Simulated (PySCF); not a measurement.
**[La(H2O)2]3+ at several levels of theory**

Computed with PySCF 2.14.0 (density fitting, no spin-orbit coupling) at the geometry relaxed with PBE0:

```xyz
7
[La(H2O)2]3+ (singlet)
La   -1.1347   -0.3012   -0.0108
O     0.1728   -0.0247    1.9391
H     1.0931    0.3289    2.0306
H    -0.0756   -0.2272    2.8773
O     0.1863    0.0795   -1.9359
H     1.0412   -0.3439   -2.2023
H    -0.0022    0.6844   -2.6979
```

```
level                                                 basis    state  HOMO (eV)  gap (eV)  charge on La1 (e)  population of f-type functions on La1 (polarisation alone where 4f lies in the core)  dipole about the centre of mass (D)  largest force component (eV/Å)
 PBE0     La lcecp-1-SVP with ECP46, O def2-SVP, H def2-SVP  singlet     -25.78      7.69               2.32                                                                                  0.04                                 2.41                            0.02
 PBE0  La lcecp-1-TZVP with ECP46, O def2-TZVP, H def2-TZVP  singlet     -25.79      7.80               2.44                                                                                  0.06                                 2.46                            0.28
 PBE0             La x2c-SVPall, O x2c-SVPall, H x2c-SVPall  singlet     -25.84      7.59               2.30                                                                                  0.09                                 2.49                            0.55
```

In the lcecp rows the 4f levels are missing from HOMO and gap, and the state counts the valence alone.

Charges are Mulliken's, which hang on the basis. The relaxation used the grid (50, 194), these runs (75, 302) or, all-electron (x2c bases, spin-free X2C Hamiltonian), (99, 590).

**Question.** Order these levels, in the first row's basis, by the HOMO–LUMO gap they give here, smallest first.
A. wB97X
B. B3LYP
C. revPBE
D. M06-L

**Answer.** C (5.03 eV), D (5.89 eV), B (7.08 eV), A (12.56 eV).

**Question.** And their other results?

**Answer.** 
```csv
level,state,HOMO (eV),gap (eV),charge on La1 (e),population of f-type functions on La1 (polarisation alone where 4f lies in the core),dipole about the centre of mass (D),largest force component (eV/Å)
B3LYP,singlet,-25.45,7.08,2.29,0.04,2.47,0.17
revPBE,singlet,-23.97,5.03,2.23,0.04,2.69,0.44
wB97X,singlet,-28.27,12.56,2.35,0.04,2.20,0.14
M06-L,singlet,-24.30,5.89,2.36,0.04,2.31,0.26
```

In the first row's basis the gap widens with exact exchange: 5.0 to 5.9 eV for revPBE, M06-L (none); 7.1 to 7.7 eV for B3LYP, PBE0 (a fixed share); 12.6 eV for wB97X (rising or full at long range).

A frequency check found unstable modes (1, the lowest at -27 cm⁻¹), so the relaxed geometry is a saddle point, or these are noise.
